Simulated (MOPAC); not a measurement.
MOPAC input (PM7):

```
PM7 PRECISE GNORM=0.05 LET XYZ CHARGE=-1 GEO-OK AUX(PRECISION=9) THREADS=1
CH6ClSi2

Si   -2.63828400 1    0.04699600 1    0.10432200 1
C    -0.81692000 1    0.88343600 1    0.12265900 1
Si    0.38070000 1   -0.48521800 1    0.00897700 1
Cl    2.47104000 1    0.13331100 1   -0.12376600 1
H    -2.52436900 1   -0.52791000 1   -1.31643900 1
H    -2.21973000 1   -1.27947900 1    0.77221800 1
H    -0.73880700 1    1.56994600 1   -0.72284900 1
H    -0.67623500 1    1.46030600 1    1.03906000 1
H     0.24365900 1   -1.31466900 1   -1.20548800 1
H     0.41549800 1   -1.33998600 1    1.21537400 1
```

From the output:

```
                                                       MOPAC v23.2.5 Linux

          FINAL HEAT OF FORMATION =        -72.15018 KCAL/MOL =    -301.87637 KJ/MOL

          COSMO AREA              =        150.66 SQUARE ANGSTROMS
          COSMO VOLUME            =        148.32 CUBIC ANGSTROMS

          GRADIENT NORM           =          0.04569          =       0.01445 PER ATOM
          IONIZATION POTENTIAL    =          2.725486 EV
          HOMO LUMO ENERGIES (EV) =         -2.725  3.664
          NO. OF FILLED LEVELS    =         13
          MOLECULAR WEIGHT        =        109.6824         POINT GROUP:  Cs

          MOLECULAR DIMENSIONS (Angstroms)

            Atom       Atom       Distance
            H     6   Cl     4     5.81527
            H     7    H    10     3.63828
            H     8    H     9     3.21671

          SCF CALCULATIONS        =         51

   ATOM   CHEMICAL          X               Y               Z
  NUMBER   SYMBOL      (ANGSTROMS)     (ANGSTROMS)     (ANGSTROMS)

     1      Si         -2.55824801  *  -0.01571551  *   0.05514405  *
     2       C         -0.75930558  *   0.63168402  *   0.06402797  *
     3      Si          0.55138525  *  -0.61146902  *  -0.06270992  *
     4      Cl          2.41961552  *   0.33489949  *  -0.03241900  *
     5       H         -3.25740635  *  -0.14001975  *  -1.19652866  *
     6       H         -3.20061456  *  -0.33362444  *   1.30303927  *
     7       H         -0.71246971  *   1.36075730  *  -0.78834906  *
     8       H         -0.67075858  *   1.22047079  *   1.01574382  *
     9       H          0.53445651  *  -1.34152196  *  -1.32330597  *
    10       H          0.58941190  *  -1.52689052  *   1.06992655  *

                             CARTESIAN COORDINATES

   1   Si       -2.558248008    -0.015715506     0.055144049
   2    C       -0.759305575     0.631684023     0.064027966
   3   Si        0.551385250    -0.611469016    -0.062709920
   4   Cl        2.419615525     0.334899490    -0.032419003
   5    H       -3.257406349    -0.140019753    -1.196528664
   6    H       -3.200614557    -0.333624441     1.303039267
   7    H       -0.712469706     1.360757302    -0.788349055
   8    H       -0.670758579     1.220470789     1.015743815
   9    H        0.534456510    -1.341521964    -1.323305973
  10    H        0.589411900    -1.526890525     1.069926555

           Empirical Formula: C H6 Si2 Cl  =    10 atoms

      MOLECULAR POINT GROUP   :   Cs

                  EIGENVALUES
 -22.55911 -20.62470 -13.11015 -10.49091  -9.80924  -8.97518  -8.95793  -8.63203
  -7.73613  -7.72929  -6.53558  -6.27188  -2.72549   3.66417   5.81834   6.13303
   8.09095   9.38583  10.08901  10.81067  10.87119  14.19125  24.98569  25.19884
  25.44099  25.96023  26.20030  26.41967  26.80575  27.22986  27.39457  27.58145
  75.54523  75.59002  75.65429  75.89609  75.90118

              NET ATOMIC CHARGES AND DIPOLE CONTRIBUTIONS

  ATOM NO.   TYPE          CHARGE      No. of ELECS.   s-Pop       p-Pop       d-Pop
    1         Si          -0.509342        4.5093     0.72040     3.66791     0.12103
    2          C          -0.590980        4.5910     1.04414     3.54684
    3         Si           0.193745        3.8063     0.89574     2.72897     0.18154
    4         Cl          -0.402861        7.4029     1.98269     5.41791     0.00227
    5          H          -0.065019        1.0650     1.06502
    6          H          -0.065022        1.0650     1.06502
    7          H           0.170148        0.8299     0.82985
    8          H           0.170138        0.8299     0.82986
    9          H           0.049594        0.9504     0.95041
   10          H           0.049598        0.9504     0.95040
 DIPOLE           X         Y         Z       TOTAL
 POINT-CHG.     5.992    -1.350    -0.243     6.147
 HYBRID         1.440     1.171     0.058     1.857
 SUM            7.432    -0.180    -0.185     7.436

          ATOMIC ORBITAL ELECTRON POPULATIONS

     Atom    s        px        py        pz      x^2-y^2     xz        z^2       yz        xy
    1 Si   0.72040   0.82043   1.85958   0.98789   0.01980   0.04230   0.03125   0.00673   0.02096
    2  C   1.04414   1.26767   1.14498   1.13419
    3 Si   0.89574   0.70147   0.95154   1.07595   0.04712   0.02205   0.02606   0.04988   0.03642
    4 Cl   1.98269   1.57870   1.86629   1.97291   0.00069   0.00023   0.00040   0.00012   0.00082
    5  H   1.06502
    6  H   1.06502
    7  H   0.82985
    8  H   0.82986
    9  H   0.95041
   10  H   0.95040

 **********************
 *                    *
 * JOB ENDED NORMALLY *
 *                    *
 **********************

 == MOPAC DONE ==
```

The dipole moment of an ion depends on the origin.

The geometry given is a B3LYP-D3(BJ)/def2-TZVP minimum.
